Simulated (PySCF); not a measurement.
SnEtH3, C₂H₈Sn.
Structure used (PBE0-D3(BJ)/def2-SVP), in Å, numbered top down from 1:
```
atom  x, y, z in Å
Sn1   -0.2965   -0.4458   -1.5283
C2    -0.2621   -0.4258    0.6346
C3     0.5203    0.7430    1.2177
H4     0.1600   -1.3904    0.9590
H5    -1.3106   -0.4125    0.9725
H6     0.4997    0.7334    2.3202
H7     1.5784    0.7196    0.9125
H8     0.1099    1.7136    0.8960
H9     1.3120   -0.4801   -2.1273
H10   -1.0659    0.9757   -2.1115
H11   -1.1473   -1.8162   -2.1146
```

Method: PBE0-D3(BJ)/def2-SVP geometry optimisation, gas phase, def2 core potentials past Kr in PySCF 2.14.0.

Take the most abundant isotopes and a rigid rotor. 

Q: Give the principal moments of inertia and the rotational constants in cm⁻¹.

A: Ia = 24.64, Ib = 179.97, Ic = 190.46 u·Å²; 505379 MHz·u·Å²/I gives 20511, 2808 and 2653 MHz, that is A = 0.68418, B = 0.09367, C = 0.08851 cm⁻¹.

Q: Classify the top.

A: A near-prolate asymmetric top; Ray's κ = -0.983.

Q: What does the inertial defect say?

A: Not planar: Δ = Ic − Ia − Ib = -14.15 u·Å². For a rigid frame Δ = −2 Σ m c², so Σ m c² = 7.07 u·Å² lies off the ab plane, practically all of it from hydrogen. The atom farthest from that plane is 1.42 Å away.

Q: List the rotational levels J(Ka,Kc) to J = 2 (K).

A: Above 0(0,0), as E/k:
J = 1: 1(0,1) 0.262, 1(1,1) 1.112, 1(1,0) 1.119
J = 2: 2(0,2) 0.786, 2(1,2) 1.629, 2(1,1) 1.651, 2(2,1) 4.200, 2(2,0) 4.200
The levels of one J sum to (2J + 1)J(J + 1)(A + B + C)/3.

Q: Which lines would a microwave search look for?

A: The dipole components are |μa| = 0.85 D, |μb| = 0.32 D, |μc| = 0.01 D. The squared components, which scale the intensities, stand as 1.00 : 0.15 : 0.00 (a : b : c). Some lines, for components of 0.1 D or more:

```json
{"type": "a", "branch": "Q", "J(Ka,Kc)": "2(1,1) ← 2(1,2)", "MHz": "464", "lower level (cm⁻¹)": "1.132"}
{"type": "a", "branch": "R", "J(Ka,Kc)": "2(1,2) ← 1(1,1)", "MHz": "10769", "lower level (cm⁻¹)": "0.773"}
{"type": "a", "branch": "R", "J(Ka,Kc)": "2(0,2) ← 1(0,1)", "MHz": "10922", "lower level (cm⁻¹)": "0.182"}
{"type": "a", "branch": "R", "J(Ka,Kc)": "2(1,1) ← 1(1,0)", "MHz": "11078", "lower level (cm⁻¹)": "0.778"}
{"type": "a", "branch": "R", "J(Ka,Kc)": "3(1,3) ← 2(1,2)", "MHz": "16152", "lower level (cm⁻¹)": "1.132"}
{"type": "a", "branch": "R", "J(Ka,Kc)": "3(0,3) ← 2(0,2)", "MHz": "16381", "lower level (cm⁻¹)": "0.547"}
{"type": "a", "branch": "R", "J(Ka,Kc)": "3(2,1) ← 2(2,0)", "MHz": "16389", "lower level (cm⁻¹)": "2.919"}
{"type": "a", "branch": "R", "J(Ka,Kc)": "3(1,2) ← 2(1,1)", "MHz": "16616", "lower level (cm⁻¹)": "1.147"}
{"type": "b", "branch": "Q", "J(Ka,Kc)": "1(1,0) ← 1(0,1)", "MHz": "17858", "lower level (cm⁻¹)": "0.182"}
{"type": "b", "branch": "Q", "J(Ka,Kc)": "2(1,1) ← 2(0,2)", "MHz": "18013", "lower level (cm⁻¹)": "0.547"}
{"type": "b", "branch": "Q", "J(Ka,Kc)": "3(1,2) ← 3(0,3)", "MHz": "18249", "lower level (cm⁻¹)": "1.093"}
{"type": "b", "branch": "R", "J(Ka,Kc)": "1(1,1) ← 0(0,0)", "MHz": "23165", "lower level (cm⁻¹)": "0.000"}
{"type": "b", "branch": "R", "J(Ka,Kc)": "3(1,3) ← 2(0,2)", "MHz": "33701", "lower level (cm⁻¹)": "0.547"}
{"type": "b", "branch": "Q", "J(Ka,Kc)": "3(2,1) ← 3(1,2)", "MHz": "52882", "lower level (cm⁻¹)": "1.702"}
{"type": "b", "branch": "Q", "J(Ka,Kc)": "2(2,0) ← 2(1,1)", "MHz": "53110", "lower level (cm⁻¹)": "1.147"}
{"type": "b", "branch": "Q", "J(Ka,Kc)": "3(2,2) ← 3(1,3)", "MHz": "53806", "lower level (cm⁻¹)": "1.671"}
{"type": "b", "branch": "R", "J(Ka,Kc)": "2(2,1) ← 1(1,0)", "MHz": "64187", "lower level (cm⁻¹)": "0.778"}
{"type": "b", "branch": "R", "J(Ka,Kc)": "3(2,2) ← 2(1,1)", "MHz": "69494", "lower level (cm⁻¹)": "1.147"}
{"type": "b", "branch": "R", "J(Ka,Kc)": "3(3,1) ← 2(2,0)", "MHz": "105286", "lower level (cm⁻¹)": "2.919"}
```

No PBE0-D3(BJ)/def2-SVP frequencies stand behind this structure, so it isn't proved a minimum. Zero-point vibration and centrifugal distortion are left out. A rigid rotor knows nothing of internal rotation, which can split or shift real lines.
